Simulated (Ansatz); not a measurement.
Calculation: Ansatz (a quantum-chemistry and plane-wave program) with frozen-core CCSD(T)/def2-TZVPP // r2SCAN-D4/def2-SVP.

Ansatz 0.2 input:
```yaml
crystal:
  periodic: [false, false, false]
  atoms:
    - { symbol: Ti, position_ang: [0.000001, 0.000001, -0.000001] }
    - { symbol: F, position_ang: [0.080449, -1.261775, -1.187665] }
    - { symbol: F, position_ang: [0.116313, -0.691206, 1.586758] }
    - { symbol: F, position_ang: [-1.507772, 0.843796, -0.154038] }
    - { symbol: F, position_ang: [1.311012, 1.109187, -0.245057] }
basis:
  gaussian: { orbitals: def2-TZVPP }
correlation:
  method: ccsd_t
```

Output:

```
Functional definition: HF
1290 factors; integrals over basis functions are off by at most 4.8e-4 eV
mean field evaluation 1: about -33914.1936 eV, gradient 7.1e1 eV
mean field evaluation 2: about -33914.3000 eV, gradient 7.1e1 eV
mean field evaluation 4: about -33922.3256 eV, gradient 3.7e0 eV
mean field evaluation 8: about -33922.3913 eV, gradient 3.6e-1 eV
mean field evaluation 16: about -33912.9218 eV, gradient 8.3e1 eV
mean field -33922.39185768 eV, -1246.6249073468 hartree, gradient 5.4e-6 eV, S^2 0.000000; 0 other end points of the search recorded, 0 dependent functions left out
9 core orbitals not correlated
reference -33922.39185768 eV, -1246.6249073468 hartree; 20, 20 occupied and 159, 159 virtual orbitals, 1290 factors
second order -38.92813716 eV of doubles, -0.00000000 eV of singles
cycle   1  -37.04450164 eV  change     1.9e0 eV  update   2.5e-1
cycle   2  -38.38297909 eV  change    -1.3e0 eV  update   1.6e-1
cycle   3  -38.64761498 eV  change   -2.6e-1 eV  update   4.9e-2
cycle   4  -38.64671611 eV  change    9.0e-4 eV  update   1.7e-2
cycle   5  -38.61854016 eV  change    2.8e-2 eV  update   4.1e-3
cycle   6  -38.61707562 eV  change    1.5e-3 eV  update   1.6e-3
cycle   7  -38.61791384 eV  change   -8.4e-4 eV  update   7.6e-4
cycle   8  -38.61746172 eV  change    4.5e-4 eV  update   3.1e-4
cycle   9  -38.61755415 eV  change   -9.2e-5 eV  update   1.3e-4
cycle  10  -38.61773119 eV  change   -1.8e-4 eV  update   3.8e-5
cycle  11  -38.61764641 eV  change    8.5e-5 eV  update   1.4e-5
cycle  12  -38.61763153 eV  change    1.5e-5 eV  update   6.5e-6
perturbative correction -1.61890503 eV, -0.0594936624 hartree
Total energy: -33962.62839424 eV, -1248.1035727918 hartree
```

Cost: about 70 core-seconds (a rough figure).
